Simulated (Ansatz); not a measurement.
Z-matrix (Å, degrees):
```
Ti
C 1 2.944
C 1 2.355 2 82.9
O 1 1.820 2 83.9 3 122.4
N 1 1.893 2 24.0 3 -104.1
C 1 2.895 2 48.6 3 -91.6
C 1 2.378 2 110.3 3 -21.6
C 1 2.403 2 125.1 3 41.3
F 1 1.801 2 123.8 3 -129.2
C 1 2.882 2 78.1 3 144.9
C 1 2.430 2 140.3 3 -0.8
C 1 2.360 2 91.2 3 33.8
H 2 1.099 1 134.3 3 156.3
H 2 1.092 1 80.5 3 -97.6
H 2 1.102 1 112.5 3 8.1
H 3 1.080 1 118.1 2 -19.9
H 6 1.099 1 134.4 2 -68.1
H 6 1.102 1 113.5 2 83.5
H 6 1.092 1 78.4 2 -171.4
H 7 1.082 1 117.6 2 -81.6
H 8 1.079 1 117.9 2 107.3
H 10 1.097 1 88.1 2 38.7
H 10 1.096 1 102.2 2 146.6
H 10 1.095 1 137.9 2 -77.5
C 11 1.494 1 121.1 2 -156.8
H 12 1.080 1 117.0 2 46.7
C 25 1.518 11 114.4 1 -71.9
H 25 1.097 11 108.4 1 165.5
H 25 1.094 11 108.4 1 50.6
H 27 1.092 25 110.9 11 59.5
H 27 1.093 25 111.6 11 -61.1
H 27 1.092 25 110.6 11 179.2
```

Total charge 0; spin multiplicity 1.

**Question.** List the PBE0/def2-TZVPP orbital energies in eV (Ansatz). (An estimate is asked.)

**Answer.** Computed: Occupied: -4874.76, -672.45, -545.11, -522.18, -454.81, -454.74, -454.72, -391.03, -279.05, -278.72, -278.70, -278.61, -278.53, -278.39, -278.36, -278.31, -278.20, -277.77, -66.30, -42.02, -41.75, -41.68, -30.75, -27.25, -25.02, -24.85, -21.96, -20.06, -19.88, -19.68, -18.40, -17.45, -16.95, -15.48, -15.12, -14.21, -13.16, -12.86, -12.78, -12.68, -12.54, -12.22, -12.09, -11.93, -11.62, -11.29, -11.15, -11.04, -10.99, -10.91, -10.84, -10.78, -10.33, -9.97, -9.74, -9.57, -9.15, -8.45, -8.02, -7.27, -6.81, -6.18. Lowest empty: -1.31, -0.84, -0.78, 0.37, 0.43, 0.75, 1.33, 1.53.
